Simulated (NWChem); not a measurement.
# selenophene (C₄H₄Se); SMILES c1c[se]cc1

Computed with NWChem. The geometry was optimised at PBE0/def2-SVP.

Problem. Order these by “orbital gap (eV)”, lowest first: Hartree-Fock/3-21G; Hartree-Fock/pcseg-1; Hartree-Fock/aug-pcseg-1.

Solution. Hartree-Fock/aug-pcseg-1 (9.86), Hartree-Fock/pcseg-1 (11.88), Hartree-Fock/3-21G (12.32)
